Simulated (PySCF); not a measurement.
C4H9BeF, SMILES C[C](C)([Be][F])C, GFN2-xTB optimised geometry.

```
15

Be    -1.03     0.06     0.00
F     -2.40     0.06    -0.01
C      0.72     0.06     0.00
C      1.31     1.05     1.03
C      1.30    -1.32     0.34
C      1.30     0.46    -1.37
H      2.40     1.02     0.99
H      1.00     0.80     2.04
H      1.00     2.07     0.82
H      0.99    -1.65     1.32
H      0.98    -2.07    -0.39
H      2.39    -1.29     0.32
H      0.97    -0.23    -2.15
H      0.98     1.47    -1.66
H      2.39     0.45    -1.34
```

Density from PBE0/def2-TZVP in PySCF 2.14.0 at that geometry.

Minimum of the electron density along straight lines between bonded atoms, close to the bond critical point (lines longer than 1.1 times the sum of covalent radii, or with two minima, are not listed):

```csv
bond,length / Å,ρ at the minimum / e bohr⁻³,∇²ρ there / e bohr⁻⁵,position (fraction from the first atom)
Be1–F2,1.372,0.141,1.40,0.36
Be1–C3,1.754,0.094,0.25,0.33
C3–C4,1.541,0.237,-0.56,0.49
C3–C5,1.541,0.237,-0.56,0.49
C3–C6,1.541,0.237,-0.56,0.49
C4–H7,1.092,0.276,-0.94,0.64
C4–H8,1.088,0.279,-0.95,0.64
C4–H9,1.088,0.279,-0.95,0.64
C5–H10,1.088,0.279,-0.95,0.64
C5–H11,1.088,0.279,-0.95,0.64
C5–H12,1.092,0.276,-0.94,0.64
C6–H13,1.088,0.279,-0.95,0.64
C6–H14,1.088,0.279,-0.95,0.64
C6–H15,1.092,0.276,-0.94,0.64
```
